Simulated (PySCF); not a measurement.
Compound: BiFH6Si2.
Structure used (PBE0-D3(BJ)/def2-SVP), in Å, numbered top down from 1:
```
atom  x, y, z in Å
F1    -2.3053    0.4640   -1.0440
Si2   -1.7879   -0.3205    0.2913
Bi3   -0.0687    1.2616    1.5624
Si4    1.8547    0.3462   -0.0465
H5    -1.1849   -1.6127   -0.1503
H6    -2.9813   -0.5951    1.1470
H7     0.2383   -0.1214    2.6737
H8     1.7416    1.0357   -1.3678
H9     3.1911    0.6580    0.5470
H10    1.7439   -1.1295   -0.2551
```

Level of theory: PBE0-D3(BJ)/def2-SVP geometry optimisation, gas phase, def2 core potentials past Kr (PySCF).

Task: Which atoms are bound to Bi3, and at what distances?

Result: 3 atoms: H7 1.801 Å, Si2 2.660 Å, Si4 2.669 Å. The nearest atom not counted as bound is H8, at 3.45 Å.

Task: List the angles at Bi3.

Result: 
```tsv
angle	degrees	distance of the outer atoms (Å)
Si4–Bi3–H7	89.2	3.20
Si2–Bi3–Si4	88.5	3.72
Si2–Bi3–H7	87.0	3.13
```

Task: What is the shape at Bi3?

Result: Pyramidal: angles 89.2°, 88.5° and 87.0°, sum 264.7°, 1.34 Å off the plane of its three neighbours.

Task: What are the other bond lengths?

Result: F1–Si2 1.633 Å; Si2–H5, Si2–H6 1.493 Å; Si4–H8, Si4–H9, Si4–H10 1.495 Å.

Task: Give some angles away from the centre.

Result: F1–Si2–Bi3 108.0°.

Task: What are the rotational constants (commonest isotopes, rigid rotor)?

Result: A = 2163, B = 1274, C = 891.2 MHz: an asymmetric top.

Point group: C1 (no symmetry element, even within 0.4 Å). Charge 0, singlet. No PBE0-D3(BJ)/def2-SVP frequencies stand behind this structure, so it isn't proved a minimum.

One conformer stands for the species.
